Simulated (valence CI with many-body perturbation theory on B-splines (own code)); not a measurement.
**E1 line list for W LXX**

Calculated by configuration interaction combined with many-body perturbation theory (CI+MBPT): three valence electrons over a frozen Dirac-Fock core [He], radial functions for each j: 11 s, 11 p, 10 d, 8 f, 5 g, 2 h, with the one-electron correlation potential Σ1, the two-electron term Σ2, the three-electron term Σ3, Breit, model QED; selected CI, second order for the rest, scaled by the run's own slope (own B-spline code, finite nucleus).

No measured spectrum was set against this ion. As an estimate, large intervals hold to a few tenths of a per cent, small ones and those within an open d or f shell to about a per cent.

Lines 101 to 150 of 573 in falling wavelength, among levels below 15403 eV, chosen from the strongest by gf and those to the six lowest levels. Wavelengths and rates use the calculated energies. Electric multipoles are in the length gauge, E1 and E2 with the static RPA response of the core. Weak lines are less certain than strong ones. Lines between different terms over intervals too small for the method are left out, as are lines whose strength nearly cancels. The highest levels of a list are the least certain.

Levels are named by their leading jj configuration (3d3/2^4 stands for four electrons in 3d with j = 3/2), which in mixed levels can hold well under half, so a name can repeat and another be missing. Letters in brackets count levels of one name in rising energy.

| λ vac (Å) | Upper | Lower | A (s⁻¹) | S (a.u.) with core polarisation | S without |
| --- | --- | --- | --- | --- | --- |
| 24.94 | (2p3/2^2 3p3/2) J=7/2 | (2p3/2^2 3s) J=5/2 | 1.28e+12 | 7.86e-02 | 7.86e-02 |
| 24.93 | (2p3/2^2 3p3/2) J=5/2 | (2p3/2^2 3s) J=5/2 | 6.64e+11 | 3.04e-02 | 3.04e-02 |
| 24.89 | (2s 2p3/2 3d3/2) J=1/2 [b] | (2s 2p3/2 3p1/2) J=1/2 | 7.05e+11 | 1.07e-02 | 1.07e-02 |
| 24.83 | (2p1/2 2p3/2 3p3/2) J=5/2 [a] | (2p1/2 2p3/2 3s) J=3/2 [a] | 1.08e+12 | 4.90e-02 | 4.90e-02 |
| 24.74 | (2p1/2 2p3/2 3d3/2) J=1/2 [a] | (2p1/2 2p3/2 3p1/2) J=1/2 | 7.32e+11 | 1.09e-02 | 1.09e-02 |
| 24.71 | (2s 2p1/2 3p3/2) J=1/2 | (2s 2p1/2 3s) J=1/2 [b] | 1.10e+12 | 1.64e-02 | 1.64e-02 |
| 24.69 | (2s 2p3/2 3p3/2) J=5/2 [b] | (2s 2p3/2 3s) J=3/2 [b] | 1.23e+12 | 5.47e-02 | 5.47e-02 |
| 24.58 | (2p1/2 2p3/2 3p3/2) J=7/2 | (2p1/2 2p3/2 3s) J=5/2 | 1.06e+12 | 6.20e-02 | 6.21e-02 |
| 24.42 | (2p3/2^2 3p3/2) J=3/2 [b] | (2p3/2^2 3s) J=1/2 | 1.21e+12 | 3.48e-02 | 3.48e-02 |
| 24.40 | (2s 2p3/2 3p3/2) J=7/2 | (2s 2p3/2 3s) J=5/2 | 1.33e+12 | 7.63e-02 | 7.63e-02 |
| 24.34 | (2p1/2 2p3/2 3d3/2) J=5/2 [b] | (2p1/2 2p3/2 3p1/2) J=5/2 | 3.20e+11 | 1.37e-02 | 1.37e-02 |
| 24.25 | (2p1/2 2p3/2 3p3/2) J=3/2 [b] | (2p1/2 2p3/2 3s) J=3/2 [b] | 5.15e+11 | 1.45e-02 | 1.45e-02 |
| 24.21 | (2s 2p1/2 3d3/2) J=3/2 [b] | (2s 2p1/2 3p1/2) J=3/2 | 3.92e+11 | 1.10e-02 | 1.10e-02 |
| 24.21 | (2s 2p3/2 3p3/2) J=5/2 [a] | (2s 2p3/2 3s) J=3/2 [a] | 6.08e+11 | 2.55e-02 | 2.55e-02 |
| 23.97 | (2s 2p3/2 3p3/2) J=1/2 [a] | (2s 2p3/2 3s) J=3/2 [a] | 1.25e+12 | 1.69e-02 | 1.69e-02 |
| 23.88 | (2p1/2^2 3p3/2) J=3/2 | (2p1/2^2 3s) J=1/2 | 1.28e+12 | 3.44e-02 | 3.45e-02 |
| 23.84 | (2s 2p1/2 3p3/2) J=3/2 [a] | (2s 2p1/2 3s) J=1/2 [a] | 1.33e+12 | 3.55e-02 | 3.56e-02 |
| 23.83 | (2s 2p3/2 3p3/2) J=3/2 [a] | (2s 2p3/2 3s) J=5/2 | 3.06e+11 | 8.19e-03 | 8.19e-03 |
| 23.80 | (2s 2p3/2 3p3/2) J=3/2 [b] | (2s 2p3/2 3s) J=3/2 [b] | 6.43e+11 | 1.71e-02 | 1.71e-02 |
| 23.77 | (2s^2 3p3/2) J=3/2 | (2s^2 3s) J=1/2 | 1.45e+12 | 3.84e-02 | 3.84e-02 |
| 23.70 | (2p1/2 2p3/2 3p3/2) J=5/2 [b] | (2p1/2 2p3/2 3s) J=3/2 [b] | 6.52e+11 | 2.57e-02 | 2.57e-02 |
| 23.57 | (2s 2p1/2 3p3/2) J=5/2 | (2s 2p1/2 3s) J=3/2 | 1.31e+12 | 5.09e-02 | 5.09e-02 |
| 23.51 | (2p1/2 2p3/2 3p3/2) J=3/2 [b] | (2p1/2 2p3/2 3s) J=1/2 | 4.22e+11 | 1.08e-02 | 1.08e-02 |
| 23.49 | (2s 2p3/2 3p3/2) J=3/2 [b] | (2s 2p3/2 3s) J=1/2 | 8.58e+11 | 2.20e-02 | 2.20e-02 |
| 23.48 | (2s 2p1/2 3p3/2) J=3/2 [b] | (2s 2p1/2 3s) J=3/2 | 6.95e+11 | 1.78e-02 | 1.78e-02 |
| 23.31 | (2p1/2 2p3/2 3p3/2) J=5/2 [b] | (2p1/2 2p3/2 3s) J=5/2 | 6.92e+11 | 2.59e-02 | 2.60e-02 |
| 23.30 | (2s 2p3/2 3p3/2) J=1/2 [b] | (2s 2p3/2 3s) J=1/2 | 1.23e+12 | 1.53e-02 | 1.53e-02 |
| 23.06 | (2p1/2 2p3/2 3p3/2) J=3/2 [b] | (2p1/2 2p3/2 3s) J=3/2 [a] | 4.36e+11 | 1.06e-02 | 1.06e-02 |
| 23.02 | (2p3/2^2 3p3/2) J=3/2 [a] | (2p3/2^2 3s) J=3/2 | 1.20e+12 | 2.89e-02 | 2.89e-02 |
| 22.97 | (2s 2p3/2 3p3/2) J=5/2 [a] | (2s 2p3/2 3s) J=5/2 | 8.73e+11 | 3.13e-02 | 3.13e-02 |
| 22.75 | (2p1/2 2p3/2 3p3/2) J=1/2 [b] | (2p1/2 2p3/2 3s) J=3/2 [b] | 1.33e+12 | 1.54e-02 | 1.55e-02 |
| 22.53 | (2p3/2^2 3p3/2) J=3/2 [a] | (2p3/2^2 3s) J=5/2 | 3.22e+11 | 7.27e-03 | 7.27e-03 |
| 7.523 | (2p3/2^2 3d5/2) J=7/2 | (2s 2p3/2 3d5/2) J=5/2 [b] | 2.72e+12 | 4.57e-03 | 4.57e-03 |
| 7.519 | (2p3/2^2 3p3/2) J=5/2 | (2s 2p3/2 3p3/2) J=3/2 [b] | 4.50e+12 | 5.66e-03 | 5.67e-03 |
| 7.496 | (2s 2p1/2 2p3/2) J=3/2 [a] | (2s^2 2p1/2) J=1/2 | 1.00e+11 | 8.35e-05 | 8.36e-05 |
| 7.435 | (2p3/2^2 3p3/2) J=7/2 | (2s 2p3/2 3p3/2) J=5/2 [b] | 7.97e+12 | 1.29e-02 | 1.29e-02 |
| 7.433 | (2p3/2^2 3p3/2) J=5/2 | (2s 2p3/2 3p3/2) J=5/2 [b] | 1.78e+12 | 2.17e-03 | 2.17e-03 |
| 7.429 | (2p3/2^2 3d5/2) J=7/2 | (2s 2p3/2 3d5/2) J=7/2 [b] | 2.05e+12 | 3.32e-03 | 3.33e-03 |
| 7.427 | (2p3/2^2 3d5/2) J=9/2 | (2s 2p3/2 3d5/2) J=7/2 [b] | 6.55e+12 | 1.33e-02 | 1.33e-02 |
| 7.418 | (2p3/2^2 3d3/2) J=1/2 | (2s 2p3/2 3d3/2) J=1/2 [b] | 6.15e+12 | 2.48e-03 | 2.48e-03 |
| 7.416 | (2s 2p3/2^2) J=5/2 | (2s^2 2p3/2) J=3/2 | 2.65e+12 | 3.20e-03 | 3.21e-03 |
| 7.413 | (2p3/2^2 3s) J=5/2 | (2s 2p3/2 3s) J=3/2 [b] | 7.00e+12 | 8.45e-03 | 8.46e-03 |
| 7.397 | (2p3/2^2 3d3/2) J=7/2 | (2s 2p3/2 3d3/2) J=5/2 [b] | 6.86e+12 | 1.10e-02 | 1.10e-02 |
| 7.397 | (2p3/2^2 3d3/2) J=5/2 | (2s 2p3/2 3d3/2) J=5/2 [b] | 2.51e+12 | 3.01e-03 | 3.01e-03 |
| 7.391 | (2p3/2^2 3p1/2) J=3/2 | (2s 2p3/2 3p1/2) J=1/2 | 6.59e+12 | 5.25e-03 | 5.26e-03 |
| 7.389 | (2p3/2^2 3p1/2) J=5/2 | (2s 2p3/2 3p1/2) J=3/2 [b] | 7.71e+12 | 9.21e-03 | 9.23e-03 |
| 7.370 | (2p3/2^2 3d3/2) J=3/2 [a] | (2s 2p3/2 3d3/2) J=3/2 [b] | 4.66e+12 | 3.68e-03 | 3.69e-03 |
| 7.362 | (2p3/2^2 3d3/2) J=5/2 | (2s 2p3/2 3d3/2) J=3/2 [b] | 5.17e+12 | 6.11e-03 | 6.12e-03 |
| 7.361 | (2p3/2^2 3s) J=3/2 | (2s 2p3/2 3s) J=3/2 [b] | 2.95e+12 | 2.32e-03 | 2.32e-03 |
| 7.333 | (2p3/2^2 3d5/2) J=5/2 [a] | (2s 2p3/2 3d5/2) J=3/2 [b] | 3.03e+12 | 3.53e-03 | 3.54e-03 |
